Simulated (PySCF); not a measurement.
Start geometry of `F[SiH]1C[SiH2]C1` from GFN2-xTB (Å):
```
atom  x, y, z in Å
F1     1.5983   -0.7138    1.8585
Si2    1.1762   -0.5992    0.2839
C3    -0.6318   -1.1880    0.0032
Si4   -1.1832    0.6152   -0.3052
C5     0.6158    1.1659   -0.1732
H6     2.2979   -1.2281   -0.3847
H7    -0.7325   -1.8527   -0.8372
H8    -1.0453   -1.6781    0.8622
H9    -2.0884    1.1488    0.7680
H10   -1.8197    0.8274   -1.6100
H11    0.8106    1.9177    0.6086
H12    1.0417    1.5565   -1.0832
```

Problem. What comes out of this run: PBE0-D3(BJ)/def2-SVP geometry optimisation, gas phase (PySCF)?

Solution. 
```
atom  x, y, z in Å
F1     1.3326    0.1409    2.1413
Si2    1.1751   -0.1233    0.5396
C3    -0.2187   -1.3388    0.1726
Si4   -1.2123    0.1335   -0.5284
C5     0.2775    1.3054   -0.3012
H6     2.5318   -0.4694    0.0250
H7     0.0460   -2.1048   -0.5743
H8    -0.6559   -1.8469    1.0455
H9    -2.3800    0.5041    0.3268
H10   -1.6653   -0.0374   -1.9426
H11    0.1009    2.1900    0.3295
H12    0.7428    1.6414   -1.2416
```

The energy falls by 14.9 kJ/mol over 6 energy and gradient evaluations, the largest force component goes from 0.0309 to 4.5e-04 Eh/bohr, and the atoms move by 0.061 Å rms after alignment. The bond that changes most is Si2–H6 (fluorine-bound silicon to Si–H hydrogen), which lengthens by 0.042 Å. Bonds longer at the end by more than 0.005 Å: 6 of 12; shorter: 3. Among the angles that change most is C3–Si2–H6, from 121.8° to 117.1°. Rotational constants go from 5864, 2176, 1921 to 5684, 2276, 1980 MHz. The orientation of the end geometry is arbitrary; only internal coordinates are fixed.

The run used 113 basis functions and 39 SCF cycles in all. On an Arm Neoverse V2 with one thread, no GPU, on a shared host, this took 23 s wall and 0.47 GiB of memory at its peak.

PBE0-D3(BJ)/def2-SVP frequencies: not computed here.
